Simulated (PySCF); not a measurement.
`CB(C(=C=C=C=CC)C)C`, C9H13B

Geometry (Å), atoms numbered from 1 in this order:
```xyz
23

C     4.8112    0.5577    0.5715
C     3.8555   -0.5954    0.5620
C     2.5939   -0.5345    0.1885
C     1.3636   -0.4681   -0.1758
C     0.1361   -0.4077   -0.5353
C    -1.1454   -0.3365   -0.8777
C    -1.5697   -0.5706   -2.3074
B    -2.1896   -0.0146    0.2537
C    -3.7122    0.0673   -0.1473
C    -1.7507    0.2211    1.7425
H     5.6713    0.3553   -0.0884
H     4.3277    1.4854    0.2374
H     5.2157    0.7193    1.5844
H     4.2394   -1.5707    0.8937
H    -0.7138   -0.7426   -2.9744
H    -2.1400    0.2917   -2.6892
H    -2.2398   -1.4434   -2.3745
H    -4.0309   -0.8189   -0.7225
H    -3.8566    0.9227   -0.8336
H    -4.3965    0.2002    0.7030
H    -2.2063    1.1477    2.1328
H    -2.1818   -0.5895    2.3595
H    -0.6667    0.2483    1.9197
```

Theory: quadratic response CAM-B3LYP/def2-SVPD first hyperpolarisability, Taylor convention, gas phase (PySCF 2.14.0). Geometry: PBE0-D3(BJ)/def2-SVP.

Task: Give the tensor of the second harmonic β(−2ω;ω,ω) at 1064 nm in the axes of these coordinates.

Result: In au, Taylor convention; rows are the first index (the induced dipole):
```csv
,xx,yy,zz,xy,xz,yz
x,+573.8,+20.0,+48.4,-73.5,-370.2,+52.5
y,-63.1,-13.6,+4.9,+19.7,+48.2,-0.6
z,-290.2,-0.5,+29.2,+42.9,+37.8,+6.5
```
Norm of βᵢ = ⅓ Σⱼ (βᵢⱼⱼ + βⱼᵢⱼ + βⱼⱼᵢ): 713.0 au, hyper-Rayleigh value 326.8 au.
